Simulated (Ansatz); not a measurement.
Task: Name a neutral molecule of B, C, Zn and H with HOMO energy (B3LYP/def2-TZVPP) between -7.40 and -7.10 eV and LUMO energy (ωB97M-V/def2-TZVPP) between 0.00 and 0.30 eV (Ansatz, PBE0-D4/def2-TZVP geometry).

Result: `B[CH](C)[ZnH]` (-7.13 eV, 0.26 eV). Other molecules can fit too; these were computed, each in one conformer that needn't be the lowest.

B3LYP here is the variant with VWN-RPA as its local correlation; programs differ in this.
